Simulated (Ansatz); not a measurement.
The cluster Ge₂H⁻ was relaxed with PBE-D4 (def2-TZVPD) in Ansatz in these states: charge -1 quintet, charge -1 singlet, charge -1 triplet. The geometries follow in no particular order.

A:

Cartesian coordinates in Å:
```
Ge -0.078 0.016 0.188
Ge 0.726 -0.080 -1.850
H -0.648 0.064 1.662
```

B:

```xyz
3

Ge    0.309   -0.232    0.706
Ge   -1.573   -0.634   -0.658
H     1.264    0.866   -0.049
```

C:

```xyz
3

Ge    0.777    0.115   -0.483
Ge   -0.636   -1.570    1.110
H    -0.141    1.456   -0.628
```

Task: Judge from the bond lengths which geometry belongs to which state (an estimate).

Result: A is the charge -1 singlet (Ge1–Ge2 2.193 Å, Ge1–H3 1.581 Å); B is the charge -1 triplet (Ge1–Ge2 2.359 Å, Ge1–H3 1.639 Å); C is the charge -1 quintet (Ge1–Ge2 2.716 Å, Ge1–H3 1.631 Å).

At PBE-D4/def2-TZVPD the highest occupied level of the charge -1 singlet lies above zero (up to 0.73 eV). By energy differences its removal costs 1.97 eV (vertical, to the charge 0 doublet, at PBE-D4/def2-TZVPD); a positive level beside a positive removal energy at the same level points to self-interaction error. At PBE-D4/def2-TZVPD the highest occupied level of the charge -1 triplet lies above zero (up to 1.23 eV). It is a level of α spin, whose loss leaves a doublet; that state wasn't run at this geometry and level. The electron is either unbound and held by the finite basis, or the level is raised by self-interaction error. At PBE-D4/def2-TZVPD the highest occupied level of the charge -1 quintet lies above zero (up to 1.49 eV). It is a level of α spin, whose loss leaves a quartet; that state wasn't run at this geometry and level. The electron is either unbound and held by the finite basis, or the level is raised by self-interaction error. At PBE0-D4/def2-TZVPD a singlet lies 0.58 eV below the charge -1 triplet. At PBE0-D4/def2-TZVPD a singlet lies 1.38 eV below the charge -1 quintet. These are the stationary points nearest to one start from a short search; other shapes may lie lower in each state.
